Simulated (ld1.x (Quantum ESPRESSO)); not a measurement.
# Se, PAW: configuration errors across variants

- Element: Se (Z = 34)
- Generator: ld1.x (Quantum ESPRESSO) 7.5
- Type: PAW
- Functional: revPBE
- Relativity: scalar-relativistic
- Frozen core: [Ar] 3d10
- Valence charge: 6
- Reference configuration: 4s2 4p4
- Partial waves: 4s (bound): rcut 1.55, rcutus 1.65 bohr; 4s channel at -0.65 Ry: rcut 1.55, rcutus 1.65 bohr; 4p (bound): rcut 1.25, rcutus 1.55 bohr; 4p channel at 2.35 Ry: rcut 1.25, rcutus 1.55 bohr; 4d channel at -0.1 Ry: rcut 1.20, rcutus 1.60 bohr
- Local potential: all-electron potential smoothed inside 1.35 bohr (lloc = -1)
- Core correction: Bessel-smoothed model core inside 1.25 bohr
- Augmentation charge: PSQ, inside the norm-conserving radii

All-electron excitation energies from the reference (eV): (1) 4s2 4p3 10.805; (2) 4s2 4p2 31.107; (3) 4s2 4p1 61.904; (4) 4s2 4p4.3 -1.581; (5) 4s2 4p3.5 4.290; (6) 4s1 4p4 22.322; (7) 4s2 4p0 103.967.

The overlap operator is not positive definite (basis up to 400 Ry) in “waves 4p (bound): rcut 1.25, rcutus 2.28 bohr; 4p channel at 2.35 Ry: rcut 1.25, rcutus 2.28 bohr”. Such files are unfit for use, however small their errors in these radial tests.

2 further variants failed, have other tests or too few solved ones, and are left out.

A true bound ghost makes a file unfit for plane-wave use even where its test errors are small: the radial tests pick states by their node count and pass the ghost by.

Errors AE − PS in meV (a dash: test not solved or not reliable):

| change | (1) | (2) | (3) | (4) | (5) | (6) | (7) | bound ghosts |
| --- | --- | --- | --- | --- | --- | --- | --- | --- |
| base | -4.3 | -26 | -97 | +0.2 | -1.1 | -18 | -275 | none |
| waves 4p (bound): rcut 1.24, rcutus 1.32 bohr; 4p channel at 2.35 Ry: rcut 1.24, rcutus 1.32 bohr | -4.5 | -27 | -99 | +0.2 | -1.1 | -20 | -272 | p |
| waves 4p (bound): rcut 1.25, rcutus 1.46 bohr; 4p channel at 2.35 Ry: rcut 1.25, rcutus 1.46 bohr | -4.2 | -26 | -97 | +0.2 | -1.1 | -18 | -274 | none |
| waves 4p (bound): rcut 1.25, rcutus 1.66 bohr; 4p channel at 2.35 Ry: rcut 1.25, rcutus 1.66 bohr | -4.3 | -26 | -98 | +0.2 | -1.1 | -18 | -275 | none |
| waves 4p (bound): rcut 1.25, rcutus 1.96 bohr; 4p channel at 2.35 Ry: rcut 1.25, rcutus 1.96 bohr | -4.3 | -26 | -98 | +0.2 | -1.1 | -18 | -276 | none |
| waves 4p (bound): rcut 1.25, rcutus 2.12 bohr; 4p channel at 2.35 Ry: rcut 1.25, rcutus 2.12 bohr | -4.2 | -26 | -98 | +0.2 | -1.1 | -18 | -277 | none |
| waves 4p (bound): rcut 1.25, rcutus 2.28 bohr; 4p channel at 2.35 Ry: rcut 1.25, rcutus 2.28 bohr | -19 | -35 | -106 | -0.9 | -7.7 | -19 | -277 | not determined (overlap not positive) |

(1) Give the same row for: waves 4p (bound): rcut 1.25, rcutus 1.80 bohr; 4p channel at 2.35 Ry: rcut 1.25, rcutus 1.80 bohr.

Answers

(1) -4.3, -26, -98, +0.2, -1.1, -18, -276; bound ghosts: none.
